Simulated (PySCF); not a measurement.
# Computed properties of C5H6F2, SMILES C=C(F)/C=C(\C)F

(3E)-2,4-difluoropenta-1,3-diene (C₅H₆F₂), SMILES FC(/C=C(\C)F)=C. Geometry optimised at r2SCAN-D4/def2-SVP. The values are those of a single conformer. All values are computed for the isolated molecule unless a solvent is named; none is compared with measurement here.

**Structure.** The optimised structure has Cs symmetry. All 33 harmonic modes at r2SCAN-D4/def2-SVP (PySCF) are real, so it is a minimum. With heavy atoms numbered as in [CH2:1]=[C:2]([F:3])/[CH:4]=[C:5](\[CH3:6])[F:7], the shortest bond between them is C1–C2 at 1.343 Å and the longest C5–C6 at 1.482 Å.

**Vibrations.** The strongest infrared lines (harmonic, unscaled, degenerate partners summed) lie at 1752 cm⁻¹ (236 km/mol, C 95 %), 1197 cm⁻¹ (136 km/mol, C 48 %, H 39 %, F 13 %), 1419 cm⁻¹ (81 km/mol, C 53 %, H 46 %). The softest mode is at 63 cm⁻¹ and the zero-point energy is 61.1 kcal/mol.

**Electronic structure.** B3LYP/def2-TZVP (PySCF) places the frontier levels at -6.44 and -1.17 eV, a gap of 5.27 eV, and gives a dipole moment of 0.12 D and a mean polarisability of 68.8 bohr³. PBE/def2-TZVP (PySCF) at the same geometry gives -5.56 and -1.82 eV, so its gap is 1.53 eV narrower. An orbital gap is neither the optical nor the fundamental gap.

**Excitations.** TDA-M06-2X/def2-SVPD (PySCF) has S1 at 6.20 eV (200 nm, f = 1.146, bright); the most intense of the 10 singlets computed lies at 6.20 eV (f = 1.15). T1 (TDA) is at 3.38 eV, 2.82 eV under S1. TDA-PBE/def2-SVPD (PySCF) puts S1 at 5.66 eV. No vertical singlet excitation falls in the visible range (under 3.1 eV).

**NMR.** GIAO shifts at PBE0/pcSseg-1 (PySCF) (non-relativistic, atoms alike by connectivity averaged): ¹³C from 20.5 to 174.4 ppm against TMS; ¹H from 2.6 to 5.9 ppm against TMS; ¹⁹F from -120.5 to -81.2 ppm against CFCl3.

**Solvation.** SMD-PBE0/def2-SVP (PySCF) gives 1.2 kcal/mol in water, -3.4 kcal/mol in acetone, -2.1 kcal/mol in 1-octanol (1 M in both phases, gas-phase geometry); of these solvents acetone holds the molecule best.
